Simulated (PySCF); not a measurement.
## Arsenic: a sound run and one with changed settings

Sound run: As+ [Ar] 3d10 4s2 4p2, As(2+) [Ar] 3d10 4s2 4p1. Calculation: PySCF 2.14, in x2c-TZVPall (6s5p4d1f, 48 functions); scalar relativity by spin-free X2C-1e. In the sound run the correlated levels freeze [Ar] 3d10. The sound run starts from symmetry-adapted Hartree-Fock orbitals and uses a fine grid where one is needed.

Changed run: the non-relativistic Hamiltonian (point nucleus). This setting is unsound on purpose.

| species | method | sound run (hartree) | changed run (hartree) | converged |
| --- | --- | --- | --- | --- |
| As+ | UHF | -2258.66337 | -2222.35943 | yes |
| As+ | r2SCAN | -2260.31376 | -2224.02810 | yes |
| As+ | B3LYP | -2260.38296 | -2224.10061 | yes |
| As+ | MP2 | -2258.71611 | -2222.41306 | yes |
| As+ | CCSD(T) | -2258.73266 | -2222.43051 | yes |
| As(2+) | UHF | -2258.00411 | -2221.69896 | yes |
| As(2+) | r2SCAN | -2259.62711 | -2223.34000 | yes |
| As(2+) | B3LYP | -2259.70312 | -2223.41945 | yes |
| As(2+) | MP2 | -2258.04312 | -2221.73886 | yes |
| As(2+) | CCSD(T) | -2258.05752 | -2221.75423 | yes |

Ionisation energy of As+:

```csv
method,sound run (eV),changed run (eV)
UHF,17.939,17.972
r2SCAN,18.685,18.724
B3LYP,18.499,18.535
MP2,18.313,18.346
SCS-MP2,18.240,18.273
CCSD,18.348,18.377
CCSD(T),18.372,18.402
```

Most of the change in total energy is the relativistic energy itself. On top of that the contraction fixes the core shape for the Hamiltonian it was made with, so the changed run is not a good calculation with the other Hamiltonian either.

For comparison, NIST gives 18.589 eV between the lowest levels.
